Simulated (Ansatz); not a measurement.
Cost and result up the ladder for the cluster Zn₅Cu₂ (the lowest singlet isomer of a short search) (7 atoms). The state is a singlet with charge 0. Geometry: B3LYP-D4/def2-SVP.

```xyz
7

Cu   -0.479   -0.490   -0.493
Cu    1.267    0.789    0.447
Zn    0.008   -0.348    2.274
Zn   -2.335   -0.320    1.078
Zn   -0.903    1.879    0.992
Zn    2.250   -0.035   -1.647
Zn    0.192   -1.474   -2.651
```

Ansatz on 4 threads of Arm Neoverse N1 on a shared host. Times are rough, and most runs start from the orbitals of an earlier one. PBE0-D4/def2-TZVPD serves as the yardstick here, not as an exact answer. Differences are given only for rows in sets of like size (and for xTB, whose basis is part of the method), since another set adds its own error. Binding counts from free atoms at the same level (Cu doublet, Zn singlet; other spins of the atoms weren't run), without zero-point energy or a counterpoise term.

LC-ωPBE has ω = 0.4 bohr⁻¹. Correlated methods freeze 63 core orbitals. The rows differ in basis, and correlated rows in double-zeta sets carry the largest basis error. The structure comes from a short search, and lower isomers may exist.

Correlated methods converge slowly with the basis, most of all in double-zeta sets.

```csv
level,functions,wall time,binding energy per atom (eV),difference from PBE0-D4/def2-TZVPD (eV),remarks
PBE-D4/def2-SVP,217,9 s,1.18,–,–
LDA (SPW92)/def2-TZVP,330,10 s,1.19,0.45,–
LDA (SPW92)/def2-TZVPD,351,14 s,1.19,0.45,–
PBE-D4/def2-TZVP,330,19 s,0.87,0.13,–
BLYP-D4/def2-TZVP,330,21 s,0.65,-0.08,–
MP2/def2-SVP,217,25 s,0.75,–,test for broken spin undecided
PBE0-D4/def2-SVP,217,25 s,0.96,–,–
PBE-D4/def2-TZVPD,351,28 s,0.87,0.13,–
RPA@PBE/def2-SVP,217,28 s,0.45,–,–
LC-ωPBE/def2-TZVP,330,30 s,0.64,-0.09,–
r2SCAN-D4/def2-TZVP,330,41 s,0.92,0.18,–
PBE0-D4/def2-TZVPD,351,56 s,0.73,0.00,–
PBE0-D4/def2-TZVP (with forces),330,64 s,0.73,0.00,–
```
